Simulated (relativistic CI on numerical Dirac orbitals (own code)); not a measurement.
Hyperfine structure of Nd XXIII, mass number 143

Calculated at this level of theory: Dirac-Coulomb-Breit CI, orbitals from a KLI potential per configuration, QED by a radiative potential, unscaled Slater integrals (own radial code, finite nucleus).

CI space (outside the closed core [Ar] 3d10): 4s2.4p6.4d2, 4s2.4p5.4d3, 4s2.4p6.4d.4f, 4s.4p6.4d3, 4s2.4p5.4d2.4f, 4s.4p6.4d2.4f, 4s2.4p6.4d.5s, 4s2.4p6.4d.5p, 4s2.4p6.4f.5s, 4s2.4p6.4d.5d, 4s2.4p6.4f2, 4s2.4p5.4f3, 4s.4p6.4f3, 4s2.4p6.4f.5p, 4s2.4p5.4f2.5p, 4s.4p6.4f2.5p. Double excitations out of closed p, d and f shells are left out; levels of such configurations are missing from the list, as are those of other unlisted configurations, and high levels can miss mixing partners.

Nuclear spin I = 7/2, μ = -1.065 μN, Q = -0.61 b (tables of Stone and Pyykkö). The electronic factors are computed for point nuclear moments, without core polarisation or the Bohr-Weisskopf and QED corrections.

```json
{"Level": "4s2.4p6.4d2 3F_2", "E (eV)": "0.0000", "A (MHz)": "-3007", "B (MHz)": "-887"}
{"Level": "4s2.4p6.4d2 3F_3", "E (eV)": "4.6564", "A (MHz)": "-1746", "B (MHz)": "-1800"}
{"Level": "4s2.4p6.4d2 3F_4", "E (eV)": "7.5761", "A (MHz)": "-1652", "B (MHz)": "-5070"}
{"Level": "4s2.4p6.4d2 3P_1", "E (eV)": "8.3145", "A (MHz)": "49.93", "B (MHz)": "-1810"}
{"Level": "4s2.4p6.4d2 1G_4", "E (eV)": "12.3325", "A (MHz)": "-1467", "B (MHz)": "-7930"}
```

Levels with J = 0, under 50 % of one LS term, or S terms without an open s electron are left out. Small factors come from cancelling terms and can be off by tens of per cent or more.

At this charge energies of transitions that change n are usually good to better than 1 %, and those within a shell (Δn = 0) to a few per cent. Terms inside the open d or f shell come out 10 to 20 % too wide with unscaled integrals.

(1) Give the hyperfine levels of 4s2.4p6.4d2 3F_2 relative to its centre of gravity.

## Answers

(1) With K = F(F + 1) − I(I + 1) − J(J + 1), E = AK/2 + B[¾K(K + 1) − I(I + 1)J(J + 1)]/[2I(2I − 1)J(2J − 1)]: F = 3/2: 26590, F = 5/2: 19470, F = 7/2: 9274, F = 9/2: -4209, F = 11/2: -21270 MHz.

LS names give the leading component of a level, which can be under half, so a name can repeat, a term be missing and a line seem to break the LS rules.
